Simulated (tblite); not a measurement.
**Question.** Write Cartesian coordinates for `O=C1[SiH2]O[SiH2][C@H]1S(=O)(=O)O` as optimised with GFN2-xTB.

**Answer.** 
```xyz
16
C2H6O5SSi2 angstrom
O      0.5552   -2.1824   -0.3441
C     -0.1157   -1.1718   -0.2871
Si    -1.7143   -0.8702    0.7370
O     -1.9749    0.6758    0.2279
Si    -0.9485    1.4711   -0.7545
C      0.3808    0.1231   -0.8863
S      1.4915    0.4541    0.4752
O      2.0733    1.7484    0.3928
O      0.7594    0.1088    1.6624
O      2.6638   -0.5939    0.2471
H     -1.5782   -0.9168    2.1740
H     -2.7927   -1.6588    0.1430
H     -0.5603    2.7022   -0.0960
H     -1.5541    1.6014   -2.0803
H      0.9912    0.0141   -1.7758
H      2.3160   -1.4961    0.1530
```

Any rigid rotation of these coordinates is as good. Atoms count from 1 in this order. Si5 (oxygen-bound silicon) is distorted tetrahedral (angles from 97.8° to 116.6°). H16 on O10 lies 1.95 Å from O1, 5 bonds away (angle at H 132°; Bondi radii sum to 2.72 Å). The 5-membered ring C2–Si3–O4–Si5–C6 has internal angles of 96.5° to 123.0° (sum 538°, against 540° for a flat polygon); it is slightly puckered (a soft mode that the optimisation may not have finished), 0.06 Å rms from its mean plane, widest ring torsion 13°. The 2 O–Si bonds span 1.628 Å (O4–Si5, drawn single) to 1.648 Å (Si3–O4, drawn single), a spread of 0.020 Å.

Bonds between heavy atoms (Å): O1=C2 1.214, C2–Si3 1.922, Si3–O4 1.648, O4–Si5 1.628, Si5–C6 1.898, C6–S7 1.788, S7=O8 1.421, S7=O9 1.437, S7–O10 1.589, C2–C6 1.511.

Computed geometry: GFN2-xTB, gas phase.

Point group: C1 (no symmetry element, even within 0.4 Å). Its GFN2-xTB frequencies are all real (lowest 69 cm⁻¹). One conformer, not necessarily the lowest (Si5–C6–S7–O8 -60°, C6–S7–O10–H -53°, O1–C2–Si3–O4 -179°, C2–Si3–O4–Si5 -4°, Si3–O4–Si5–C6 -3°, O4–Si5–C6–S7 -89°).
